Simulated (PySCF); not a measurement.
SZn (SMILES [S]=[Zn]), singlet, at a GFN2-xTB geometry (such geometries of metal compounds can be far from the true shape), atoms displaced at random by about 0.08 Å a coordinate; B3LYP/STO-3G, gradient (PySCF).

PySCF was given this input:
```python
from pyscf import gto, scf, dft

mol = gto.M(
    atom='''
Zn   -0.01411385    0.09450916   -0.76326773
S     0.08114161   -0.07546165    1.26137208
''',
    basis='sto-3g',
    verbose=4,
)

mf = dft.RKS(mol)
mf.xc = 'b3lyp'
mf.kernel()
g = mf.nuc_grad_method()
grad = g.kernel()
```

What the program printed (banner, timings and long lists left out):

```
PySCF version 2.14.0

[INPUT] verbose = 4
[INPUT] num. atoms = 2
[INPUT] num. electrons = 46
[INPUT] charge = 0
[INPUT] spin (= nelec alpha-beta = 2S) = 0
[INPUT] symmetry False subgroup None
[INPUT] Mole.unit = angstrom
[INPUT] Symbol           X                Y                Z      unit          X                Y                Z       unit  Magmom
[...]
nuclear repulsion = 124.879969612729
number of shells = 13
number of NR pGTOs = 81
number of NR cGTOs = 27
basis = sto-3g
ecp = {}

******** <class 'pyscf.dft.rks.RKS'> ********
method = RKS
initial guess = minao
damping factor = 0
level_shift factor = 0
DIIS = <class 'pyscf.scf.diis.CDIIS'>
diis_start_cycle = 1
diis_space = 8
diis_damp = 0
SCF conv_tol = 1e-09
SCF conv_tol_grad = None
SCF max_cycles = 50
direct_scf = True
direct_scf_tol = 1e-13
XC library pyscf.dft.libxc version 7.1.2
    S. Lehtola, C. Steigemann, M. J. T. Oliveira, and M. A. L. Marques,  SoftwareX 7, 1–5 (2018)
XC functionals = b3lyp
    P. J. Stephens, F. J. Devlin, C. F. Chabalowski, and M. J. Frisch,  J. Phys. Chem. 98, 11623 (1994)
radial grids:
    Treutler-Ahlrichs [JCP 102, 346 (1995); DOI:10.1063/1.469408] (M4) radial grids

becke partition: Becke, JCP 88, 2547 (1988); DOI:10.1063/1.454033
pruning grids: <function nwchem_prune>
grids dens level: 3
symmetrized grids: False
atomic radii adjust function: <function treutler_atomic_radii_adjust>
small_rho_cutoff = 0
Set gradient conv threshold to 3.16228e-05
Initial guess from minao.
tot grids = 39520
init E= -2150.29210330543

WARN: HOMO -0.0309533972785272 == LUMO -0.0309528390797586

cycle= 1 E= -2142.57460562356  delta_E= 7.72  |g|=  4.2  |ddm|= 5.74
[...]
cycle= 2 E= -2142.82574178724  delta_E= -0.251  |g|= 2.31  |ddm|= 6.59
[...]
cycle= 3 E= -2142.48186374478  delta_E= 0.344  |g|= 3.29  |ddm|= 7.56
[...]
cycle= 4 E= -2150.95406646732  delta_E= -8.47  |g|= 0.857  |ddm|= 4.73
[...]
cycle= 5 E= -2152.06660346124  delta_E= -1.11  |g|= 0.734  |ddm|= 5.32
[...]
cycle= 6 E= -2149.14020860293  delta_E= 2.93  |g|= 2.46  |ddm|=  3.1
[...]
cycle= 7 E= -2149.09111182561  delta_E= 0.0491  |g|= 2.46  |ddm|= 0.0718
[...]
cycle= 8 E= -2149.32884848637  delta_E= -0.238  |g|= 2.39  |ddm|= 0.189
[...]
cycle= 9 E= -2149.25923750662  delta_E= 0.0696  |g|= 2.41  |ddm|= 0.0699
[...]
cycle= 10 E= -2148.99856197556  delta_E= 0.261  |g|= 2.48  |ddm|= 0.213
[...]
cycle= 11 E= -2148.98386796393  delta_E= 0.0147  |g|= 2.48  |ddm|= 0.0307
[...]
cycle= 12 E= -2148.48344393376  delta_E=  0.5  |g|= 2.58  |ddm|= 0.363
[...]
cycle= 13 E= -2151.50200459858  delta_E= -3.02  |g|= 0.985  |ddm|= 3.15

WARN: HOMO 1.0706563994482 == LUMO 1.0707139401687

cycle= 14 E= -2137.04396465312  delta_E= 14.5  |g|= 1.75  |ddm|= 8.22
[...]
cycle= 15 E= -2147.29793096633  delta_E= -10.3  |g|= 2.68  |ddm|= 8.45
[...]
cycle= 16 E= -2147.05958017122  delta_E= 0.238  |g|= 2.69  |ddm|= 0.228
[...]
cycle= 17 E= -2147.06866380302  delta_E= -0.00908  |g|= 2.69  |ddm|= 0.0699
[...]
cycle= 18 E= -2147.16732803616  delta_E= -0.0987  |g|= 2.68  |ddm|= 0.108
[...]
cycle= 19 E= -2147.12305338522  delta_E= 0.0443  |g|= 2.68  |ddm|= 0.0382
[...]
cycle= 20 E= -2147.15910290833  delta_E= -0.036  |g|= 2.67  |ddm|= 0.102
[...]
cycle= 21 E= -2146.93076827618  delta_E= 0.228  |g|= 2.68  |ddm|= 0.171
[...]
cycle= 22 E= -2145.5153482783  delta_E= 1.42  |g|= 2.69  |ddm|= 1.07

WARN: HOMO 1.8674615183625 == LUMO 1.86763312594762

cycle= 23 E= -2136.78146777818  delta_E= 8.73  |g|= 0.781  |ddm|=  8.5
[...]
cycle= 24 E= -2142.76340886865  delta_E= -5.98  |g|= 2.28  |ddm|= 8.15
[...]
cycle= 25 E= -2142.79567997295  delta_E= -0.0323  |g|=  2.3  |ddm|= 0.0377
[...]
cycle= 26 E= -2143.61269285182  delta_E= -0.817  |g|= 2.57  |ddm|= 0.858
[...]
cycle= 27 E= -2143.46461485395  delta_E= 0.148  |g|= 2.53  |ddm|= 0.14
[...]
cycle= 28 E= -2143.84026452003  delta_E= -0.376  |g|= 2.61  |ddm|= 0.352
[...]
cycle= 29 E= -2143.69567184481  delta_E= 0.145  |g|= 2.58  |ddm|= 0.132
[...]
cycle= 30 E= -2143.66199938305  delta_E= 0.0337  |g|= 2.57  |ddm|= 0.0346
[...]
cycle= 31 E= -2144.43767806944  delta_E= -0.776  |g|=  2.7  |ddm|= 0.672
[...]
cycle= 32 E= -2136.70814588054  delta_E= 7.73  |g|= 0.582  |ddm|= 8.58
[...]
cycle= 33 E= -2143.53931887404  delta_E= -6.83  |g|= 2.55  |ddm|= 8.46
[...]
cycle= 34 E= -2143.1539575587  delta_E= 0.385  |g|= 2.43  |ddm|= 0.387
[...]
cycle= 35 E= -2144.48793567686  delta_E= -1.33  |g|= 2.69  |ddm|= 1.19
[...]
cycle= 36 E= -2144.2093050223  delta_E= 0.279  |g|= 2.67  |ddm|= 0.232
[...]
cycle= 37 E= -2143.15560485896  delta_E= 1.05  |g|= 2.43  |ddm|= 0.968
[...]
cycle= 38 E= -2143.05210696124  delta_E= 0.103  |g|= 2.39  |ddm|= 0.112
[...]
cycle= 39 E= -2144.06122901737  delta_E= -1.01  |g|= 2.65  |ddm|= 0.954
[...]
cycle= 40 E= -2144.02757116012  delta_E= 0.0337  |g|= 2.64  |ddm|= 0.0293
[...]
cycle= 41 E= -2136.70401753428  delta_E= 7.32  |g|= 0.614  |ddm|= 8.54
[...]
cycle= 42 E= -2145.64496791023  delta_E= -8.94  |g|= 2.69  |ddm|=  8.5
[...]
cycle= 43 E= -2145.63599477928  delta_E= 0.00897  |g|= 2.69  |ddm|= 0.0178
[...]
cycle= 44 E= -2145.26374997668  delta_E= 0.372  |g|=  2.7  |ddm|= 0.326
[...]
cycle= 45 E= -2146.10012645961  delta_E= -0.836  |g|= 2.65  |ddm|= 0.684
[...]
cycle= 46 E= -2143.19274924146  delta_E= 2.91  |g|= 2.44  |ddm|= 2.27
[...]
cycle= 47 E= -2143.15968367945  delta_E= 0.0331  |g|= 2.43  |ddm|= 0.035
[...]
cycle= 48 E= -2143.18526733599  delta_E= -0.0256  |g|= 2.44  |ddm|= 0.0269
[...]
cycle= 49 E= -2143.25625525099  delta_E= -0.071  |g|= 2.46  |ddm|= 0.0743
[...]
cycle= 50 E= -2136.69502725395  delta_E= 6.56  |g|= 0.672  |ddm|= 8.38
SCF not converged.
SCF energy = -2136.69502725395

WARN: Ground state RKS not converged

******** <class 'pyscf.grad.rks.Gradients'> for <class 'pyscf.dft.rks.RKS'> ********
unit = Eh/Bohr
grid_response = False
--------------- RKS gradients ---------------
         x                y                z
0 Zn     0.0283245097    -0.0464882531     0.5618931795
1 S    -0.0282445619     0.0464551536    -0.5624768412
----------------------------------------------
```

Convergence was not reached.
